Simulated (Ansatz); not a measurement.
# Loss of H2: C2H3Cl3Si → C2HCl3Si + H2

Species: C2H3Cl3Si (vinyltrichlorosilane) `C=C[Si](Cl)(Cl)Cl`, singlet; C2HCl3Si `C#C[Si](Cl)(Cl)Cl`, singlet; H2 (hydrogen), singlet. 

Shapes, held fixed at every level: PBE0-D4/def2-TZVP. Programs: Ansatz 0.2.0. The zero-point and thermal change to 298 K, harmonic and unscaled (PBE0-D4/def2-TZVP), is -27.3 kJ/mol.

```
               level                    kind  ΔH(298 K) (kJ/mol)  less CCSD(T)/CBS estimate
         HF/def2-SVP            Hartree–Fock              +177.7                      +19.2
    SPW92/def2-TZVPP                     LDA              +206.3                      +47.8
  wB97M-V/def2-TZVPP  range-separated hybrid              +168.3                       +9.8
  wB97X-V/def2-TZVPP  range-separated hybrid              +176.9                      +18.4
   B2PLYP/def2-TZVPP           double hybrid              +152.9                       -5.6
       CCSD/def2-SVP   coupled cluster or CI              +171.5                      +13.0
     CCSD/def2-TZVPP   coupled cluster or CI              +161.0                       +2.5
CCSD(T)/CBS estimate   coupled cluster or CI              +158.5                        0.0
```

The highest level, CCSD(T)/CBS estimate, gives ΔH(298 K) = +158.5 kJ/mol; the levels span +152.9 to +206.3. The column of differences is taken from that level and isn't an error. No measured value is set beside it here. The CBS estimate extrapolates MP2 from def2-TZVPP and def2-QZVPP and adds CCSD(T) − MP2 in the triple-zeta set, cores frozen; for H2 it overshoots the exact energy by about 1 mEh.
